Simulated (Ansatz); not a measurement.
Coupled-cluster run, FH5O4Si2 (`O[SiH](F)[Si](O)(O)O`).

```yaml
crystal:
  periodic: [false, false, false]
  atoms:
    - {symbol: O, position_ang: [-0.433337, -1.527678, 1.618967]}
    - {symbol: Si, position_ang: [-0.447064, -1.391887, -0.020364]}
    - {symbol: F, position_ang: [0.658289, -2.371756, -0.649706]}
    - {symbol: Si, position_ang: [0.170720, 0.839975, -0.368152]}
    - {symbol: O, position_ang: [1.164624, 1.281702, 0.862675]}
    - {symbol: O, position_ang: [-1.240336, 1.657934, -0.438115]}
    - {symbol: O, position_ang: [0.994664, 1.160484, -1.744624]}
    - {symbol: H, position_ang: [-0.806587, -2.312077, 2.024852]}
    - {symbol: H, position_ang: [-1.743374, -1.867824, -0.569573]}
    - {symbol: H, position_ang: [0.956489, 0.921112, 1.727847]}
    - {symbol: H, position_ang: [-1.219323, 2.572656, -0.728206]}
    - {symbol: H, position_ang: [1.945235, 1.037349, -1.715590]}
basis:
  gaussian: {orbitals: def2-TZVPP}
correlation: {method: ccsd_t}
```

```sh
$ ansatz run in.yaml --threads 2 --pin off --events-out ev --progress --plain --max-ram 32768MiB --backend cuda --devices 0, --max-vram 18GiB
```

Log, shortened:

```
Functional definition: HF
1901 factors; integrals over basis functions are off by at most 1.3e-3 eV
mean field evaluation 1: about -26663.2330 eV, gradient 6.9e1 eV
mean field evaluation 2: about -26663.6180 eV, gradient 7.0e1 eV
mean field evaluation 4: about -26671.7587 eV, gradient 3.8e0 eV
mean field evaluation 8: about -26671.8569 eV, gradient 3.0e-1 eV
mean field -26671.85715141 eV, -980.1726714803 hartree, gradient 6.2e-6 eV, S^2 0.000000; 0 other end points of the search recorded, 0 dependent functions left out
15 core orbitals not correlated: weight in the atoms' cores, before any rotation towards them, 1.000 or more for the frozen orbitals, at most 0.000 for the correlated occupied ones
reference -26671.85715141 eV, -980.1726714803 hartree; 22, 22 occupied and 272, 272 virtual orbitals, 1901 factors
second order -39.13005319 eV of doubles, -0.00000000 eV of singles
cycle   1  -38.77752208 eV  change    3.5e-1 eV  update   1.3e-1
cycle   2  -39.58746896 eV  change   -8.1e-1 eV  update   3.6e-2
cycle   3  -39.77947571 eV  change   -1.9e-1 eV  update   1.9e-2
cycle   4  -39.75304713 eV  change    2.6e-2 eV  update   4.1e-3
cycle   5  -39.74992591 eV  change    3.1e-3 eV  update   2.0e-3
cycle   6  -39.75177316 eV  change   -1.8e-3 eV  update   6.2e-4
cycle   7  -39.75150015 eV  change    2.7e-4 eV  update   2.2e-4
cycle   8  -39.75132858 eV  change    1.7e-4 eV  update   6.7e-5
cycle   9  -39.75133535 eV  change   -6.8e-6 eV  update   2.5e-5
perturbative correction -1.35902811 eV, -0.0499433619 hartree
Total energy: -26712.96751487 eV, -981.6834494718 hartree
```

Hardware: 2 threads of an AMD EPYC 7R13 on a shared host and a share of an NVIDIA H100 80 GB. Wall time 13 s, peak host memory 0.82 GiB.

Correlation energy per correlated electron: -0.934 eV. T1 diagnostic: 0.0125.
